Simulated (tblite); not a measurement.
Compound: C8H13PS.
SMILES: `Cc1pc(C(C)(C)C)cs1`

Method: GFN2-xTB as coded in tblite; computed harmonic values from a numerical Hessian at the method's own geometry, unscaled. Against measured fundamentals such values can be off by several per cent, at times by over 20.

Harmonic wavenumbers (cm⁻¹): 29.6, 86.2, 107.2, 165.9, 179.9, 212.7, 245.0, 271.5, 293.5, 293.7, 305.2, 315.6, 362.8, 379.0, 432.1, 437.1, 531.5, 558.6, 624.1, 677.3, 751.3, 830.9, 881.4, 889.6, 960.2, 963.4, 963.7, 1010.0, 1021.8, 1031.3, 1046.5, 1108.6, 1175.4, 1228.9, 1235.8, 1247.6, 1270.9, 1398.9, 1399.1, 1401.5, 1423.3, 1466.5, 1476.4, 1482.9, 1486.6, 1492.0, 1497.9, 1508.0, 1511.1, 1520.1, 2983.1, 2999.2, 3011.3, 3016.3, 3022.8, 3025.2, 3027.4, 3028.0, 3030.0, 3031.4, 3033.8, 3038.3, 3124.8.

A = 1907, B = 674.1, C = 560.5 MHz; mass 172.048 u (most abundant isotopes); point group Cs, symmetry number 1.

Problem. Zero-point energy?

Solution. ½Σν̃ = 41281 cm⁻¹ = 118.03 kcal/mol.

Problem. Give the ideal-gas entropy at 298.15 K and 1 bar in the rigid-rotor, harmonic-oscillator model (classical rotation).

Solution. Translation 41.36, rotation 30.48, vibration 36.24: S = 108.1 cal/(mol K).

Problem. And Cp and H(298.15 K) − H(0)?

Solution. Cp = 46.93 cal/(mol K), of which vibrations give 38.98 (their classical limit is 63 R = 125.2); H(298.15 K) − H(0) = 8.23 kcal/mol without the zero-point energy, 5.86 from vibrations.

Problem. Which modes carry the vibrational entropy at 298.15 K?

Solution. 29.6 cm⁻¹: 5.86; 86.2 cm⁻¹: 3.74; 107.2 cm⁻¹: 3.32; 165.9 cm⁻¹: 2.48; 179.9 cm⁻¹: 2.33; 212.7 cm⁻¹: 2.02 cal/(mol K); the other 57 give 16.49 together.

Problem. Blend soft modes into free rotors: weight 1/[1 + (100 cm⁻¹/ν̃)⁴] for the oscillator and the rest for a rotor with moment μB/(μ + B), μ = h/(8π²ν), B = 10⁻⁴⁴ kg m². What vibrational entropy results?

Solution. 33.78 cal/(mol K) in place of 36.24, which changes −T·S at 298.15 K by +0.73 kcal/mol.

Problem. How do the functions run with temperature in this model?

Solution. 
| T (K) | S (cal/(mol K)) | Cp (cal/(mol K)) | H − H(0) (kcal/mol) | G − H(0) (kcal/mol) | ln q(vib) |
| --- | --- | --- | --- | --- | --- |
| 150 | 82.7 | 28.6 | 2.60 | -9.80 | 3.49 |
| 250 | 100.3 | 41.1 | 6.10 | -18.98 | 6.76 |
| 400 | 123.5 | 58.6 | 13.61 | -35.80 | 11.72 |
| 600 | 151.0 | 77.0 | 27.28 | -63.32 | 18.16 |
| 900 | 185.9 | 95.0 | 53.32 | -114.03 | 27.19 |

q(vib) and H(0) count from the zero-point level.

Hindered rotation and anharmonicity are outside this model.

Shape of the structure used: `[CH3:1][c:2]1[p:3][c:4]([C:5]([CH3:6])([CH3:7])[CH3:8])[cH:9][s:10]1`: P3–C4–C5–C6 180°.
